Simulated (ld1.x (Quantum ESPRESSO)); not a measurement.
Nd (Z = 60): variants of one TM potential

Base potential:

| Property | Result |
| --- | --- |
| Element | neodymium |
| Generator | ld1.x (Quantum ESPRESSO) 7.5 |
| Type | norm-conserving Troullier–Martins (Kleinman–Bylander form) |
| Functional | PBE |
| Relativity | scalar-relativistic |
| Frozen core | [Kr] 4d10 4f3 |
| Valence charge | 11 |
| Reference configuration | 5s2 5p6 5d1 6s2 6p0 |
| Partial waves | 5s (bound): rc 2.10 bohr; 5p (bound): rc 2.40 bohr; 5d (bound): rc 2.20 bohr |
| Local potential | all-electron potential smoothed inside 1.80 bohr (lloc = -1) |
| Core correction | none |

Occupied shells without a wave of their own: 6s. They enter only through the test configuration that unscreens the potential.

Cutoffs, loose and tight: the cutoffs (Ry, on a coarse ladder) from which the occupation-weighted sum of valence levels, in a spherical-Bessel basis at the reference potential, stays within 10 and 1 mRy of its value at 400 Ry. They do not see the model core or the augmentation charge, which bear on the density cutoff. Test errors are all-electron minus pseudo excitation energies from the reference, over the configurations 5s2 5p6 5d1 6s1 6p0; 5s2 5p6 5d1 6s0 6p0; 5s2 5p6 5d0 6s0 6p0; 5s2 5p6 5d1 6s1.5 6p0; 5s2 5p6 5d1 6s1 6p1; 5s2 5p6 5d2 6s0 6p0; 5s2 5p6 5d1 6s0 6p2. A dash means not determined; rows that change the core or the reference have their own tests.

| change | outcome | cutoff, loose | cutoff, tight | bound ghosts | largest test error (meV) |
| --- | --- | --- | --- | --- | --- |
| base | generated, misses its reference levels by 1.20 eV | 40 Ry | 50 Ry | none | -8354 |
| wave 5d (bound): rc 2.20 bohr becomes 5d (bound): rc 1.92 bohr | generated, misses its reference levels by 1.20 eV | 40 Ry | 50 Ry | none | -8355 |
| wave 5d (bound): rc 2.20 bohr becomes 5d (bound): rc 2.30 bohr | generated, misses its reference levels by 1.20 eV | 40 Ry | 50 Ry | none | -8355 |
| wave 5d (bound): rc 2.20 bohr becomes 5d (bound): rc 2.64 bohr | generated, misses its reference levels by 1.20 eV | 40 Ry | 50 Ry | none | -8359 |
| wave 5d (bound): rc 2.20 bohr becomes 5d (bound): rc 2.94 bohr | generated, misses its reference levels by 1.20 eV | 40 Ry | 50 Ry | none | -8357 |
| wave 5d (bound): rc 2.20 bohr becomes 5d (bound): rc 3.20 bohr | generated, misses its reference levels by 1.20 eV | 40 Ry | 50 Ry | none | -8349 |

Q: What comes out with this change to the base: wave 5d (bound): rc 2.20 bohr becomes 5d (bound): rc 1.58 bohr?

A: outcome: generated, misses its reference levels by 1.20 eV; cutoff, loose: 45 Ry; cutoff, tight: 60 Ry; bound ghosts: none; largest test error (meV): -8371.

Reading the sweep of the d radius (base included, trends over the rows without a ghost): The loose cutoff stays near 40 Ry. The median size of the test errors (rows with all tests solved) stays near 3825.9 meV.
